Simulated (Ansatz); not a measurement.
A nudged elastic band was laid between two geometries of a periodic cell of 20 atoms, C₁₉O (surface graphene monolayer, adsorbate CO).

All numbers below come from DFT PBE, scalar-relativistic, plane waves, PAW in Ansatz. Settings: cutoff 420 eV, k mesh 2x2x1, gaussian smearing 0.05 eV, no spin polarisation.

```json
{
  "movable images": "5",
  "climbing image": "yes",
  "spring": "5.0 eV/Å²",
  "optimiser": "quadratic models (default)",
  "start path": "IDPP",
  "force threshold": "0.05 eV/Å",
  "iteration limit": "16",
  "end points": "relaxed"
}
```

Initial state:

```xyz
20
Lattice="7.3980 0.0000 0.0000 -3.6990 6.4069 0.0000 0.0000 0.0000 13.0000" Properties=species:S:1:pos:R:3
C -0.004 -0.008 0.807
C 1.244 0.712 0.806
C -1.227 2.139 0.807
C -0.004 2.844 0.807
C -2.455 4.260 0.807
C -1.227 4.969 0.807
C 2.472 0.003 0.806
C 3.695 0.709 0.807
C 1.244 2.124 0.807
C 2.472 2.833 0.807
C -0.004 4.263 0.807
C 1.244 4.983 0.807
C 4.943 -0.012 0.807
C 6.171 0.698 0.807
C 3.695 2.127 0.807
C 4.943 2.848 0.807
C 2.472 4.274 0.807
C 3.695 4.980 0.807
C -2.518 5.330 4.467
O -2.669 4.391 5.088
```

Final state:

Only the atoms that move by more than 0.05 Å are listed.
```
C19 -0.052 5.330 4.467
O20 -0.203 4.391 5.088
```

(1) Which bonds break or form, and what moves?

(2) Give the energies along the band, and the barrier.

(3) What is the geometry of the highest image?

## Answers

(1) The atom that moves furthest is O20, by 2.47 Å.

(2) The run converged. The highest image is number 3 of 0 to 6, 0.001 eV above the ends, which have the same energy within 2 meV. The top lies less than 8 meV above the higher end, about what the thresholds resolve: that end is a shoulder or a very shallow well. The order of the stationary point at the top wasn't checked. Limits of this set-up: slab without dipole correction, no dispersion correction for a molecule that may bind weakly.

```
image  path coordinate (Å)  energy (eV)
    0                 0.00        0.000
    1                 0.56        0.000
    2                 1.12        0.001
    3                 1.67        0.001
    4                 2.23        0.001
    5                 2.78        0.000
    6                 3.34        0.000
```

(3) 
```xyz
20
Lattice="7.3980 0.0000 0.0000 -3.6990 6.4069 0.0000 0.0000 0.0000 13.0000" Properties=species:S:1:pos:R:3
C 0.002 -0.016 0.795
C 1.246 0.702 0.794
C -1.235 2.134 0.795
C 0.002 2.849 0.795
C -2.453 4.267 0.796
C -1.235 4.970 0.796
C 2.464 -0.001 0.794
C 3.701 0.713 0.795
C 1.246 2.131 0.795
C 2.464 2.834 0.795
C 0.002 4.256 0.795
C 1.246 4.973 0.795
C 4.944 -0.004 0.795
C 6.163 0.699 0.795
C 3.701 2.120 0.795
C 4.944 2.838 0.795
C 2.464 4.270 0.795
C 3.701 4.984 0.795
C -1.281 5.358 4.598
O -1.436 4.391 5.172
```

Run time: 3.9 min on 1 thread of Arm Neoverse V1, with other jobs on the host, peak memory 1 GiB.
